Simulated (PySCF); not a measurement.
Job file and geometry (Å, from GFN2-xTB) of an NMR shielding run on `CS(=O)(=O)[C@@H]1CC[O+]([AlH3-])C1`, C5H13AlO3S, GIAO PBE0/pcSseg-1 NMR shielding, non-relativistic, gas phase (PySCF 2.14.0, density-fitted response routines); density fitting, a coarse starting grid and PySCF grid level 2 are the driver's defaults:

```
$ OMP_NUM_THREADS=1 python probes_run.py task.json out

{"job": {"kind": "nmr", "xc": "PBE0", "basis": "pcSseg-1"}, "charge": 0, "multiplicity": 1}
C     -1.766293     0.199747     1.243896
S     -2.015485     0.647747    -0.489729
O     -2.282842     2.056152    -0.571009
O     -2.975960    -0.256966    -1.058083
C     -0.427575     0.386056    -1.393871
C      0.029354    -1.068542    -1.324789
C      1.392063    -0.975064    -0.628514
O      1.332731     0.231857     0.111113
Al     1.719887     0.111975     1.937736
C      0.679410     1.176495    -0.715329
H     -1.648073    -0.872662     1.319140
H     -0.905035     0.722558     1.649113
H     -2.668155     0.512588     1.757224
H     -0.652815     0.739038    -2.397082
H     -0.682367    -1.651804    -0.740897
H      0.109758    -1.526961    -2.308647
H      1.595389    -1.780979     0.078125
H      2.205111    -0.916457    -1.360690
H      3.265600    -0.132008     1.822399
H      1.163571     1.544387     2.300524
H      0.836307    -1.145997     2.317845
H      0.298622     1.988766    -0.094205
H      1.392045     1.582936    -1.444192
```

Problem. What does the program print?

Solution. 
```
coarse grid: 20000 points
cycle   1  E = -1063.3992731953  dE =  2.056e+00  |g| = 1.201e+00  |ddm| = 4.424e+00
cycle   2  E = -1062.7222040706  dE =  6.771e-01  |g| = 2.261e+00  |ddm| = 3.136e+00
cycle   3  E = -1063.6555120718  dE = -9.333e-01  |g| = 2.021e-01  |ddm| = 2.330e+00
cycle   4  E = -1063.6631419919  dE = -7.630e-03  |g| = 9.631e-02  |ddm| = 2.590e-01
cycle   5  E = -1063.6650149913  dE = -1.873e-03  |g| = 2.173e-02  |ddm| = 8.049e-02
cycle   6  E = -1063.6650926388  dE = -7.765e-05  |g| = 6.992e-03  |ddm| = 1.953e-02
cycle   7  E = -1063.6651014608  dE = -8.822e-06  |g| = 1.629e-03  |ddm| = 6.005e-03
final grid: 183136 points
cycle   8  E = -1063.7574371156  dE = -4.226e-05  |g| = 1.590e-02  |ddm| = 4.611e-02
cycle   9  E = -1063.7573688434  dE =  6.827e-05  |g| = 2.458e-02  |ddm| = 3.100e-02
cycle  10  E = -1063.7574859988  dE = -1.172e-04  |g| = 2.749e-03  |ddm| = 2.033e-02
cycle  11  E = -1063.7574873759  dE = -1.377e-06  |g| = 3.825e-04  |ddm| = 2.322e-03
cycle  12  E = -1063.7574873956  dE = -1.971e-08  |g| = 2.044e-04  |ddm| = 4.260e-04
cycle  13  E = -1063.7574874029  dE = -7.282e-09  |g| = 5.493e-05  |ddm| = 1.976e-04
cycle  14  E = -1063.7574874034  dE = -4.661e-10  |g| = 2.266e-05  |ddm| = 5.772e-05
converged SCF energy = -1063.7574874034

GIAO shielding tensors (ppm)
atom      isotropic    diamagn.    paramagn.     s11        s22        s33       span
  0 C      141.536     258.663    -117.127    118.158    122.391    184.059     65.901
  1 S      181.502    1051.089    -869.588     29.677    191.439    323.390    293.713
  2 O      123.282     399.038    -275.755     65.703    136.074    168.070    102.367
  3 O      124.183     398.210    -274.027     56.872    141.308    174.368    117.495
  4 C      115.318     263.200    -147.882     94.972    102.815    148.168     53.196
  5 C      157.775     252.818     -95.043    130.181    167.075    176.070     45.889
  6 C      111.898     247.889    -135.991     67.347     99.199    169.149    101.802
  7 O      285.695     405.260    -119.565    207.214    306.075    343.796    136.582
  8 Al     407.365     796.061    -388.696    393.014    399.834    429.248     36.234
  9 C      111.549     248.722    -137.173     69.864     99.103    165.681     95.817
 10 H       28.963      33.371      -4.407     26.076     27.725     33.089      7.013
 11 H       28.161      34.079      -5.918     23.428     27.682     33.373      9.945
 12 H       28.745      28.253       0.492     25.937     26.779     33.518      7.580
 13 H       28.407      33.595      -5.188     25.806     26.777     32.638      6.832
 14 H       29.264      33.439      -4.175     25.407     28.232     34.153      8.746
 15 H       29.278      30.979      -1.701     24.269     26.652     36.913     12.644
 16 H       26.822      30.788      -3.966     22.282     26.067     32.117      9.835
 17 H       27.883      30.210      -2.326     22.284     26.696     34.670     12.386
 18 H       27.393      29.836      -2.443     23.690     25.685     32.804      9.114
 19 H       27.521      30.543      -3.022     24.101     26.815     31.646      7.545
 20 H       27.534      31.397      -3.863     24.251     27.372     30.980      6.728
 21 H       26.718      32.368      -5.650     23.143     26.254     30.758      7.615
 22 H       27.514      30.689      -3.175     22.059     26.415     34.069     12.010
```

Size and cost of the density-fitted run: 249 basis functions, 120 s wall time on 1 thread of an Arm Neoverse N1, shared host; peak memory 1.1 GiB.
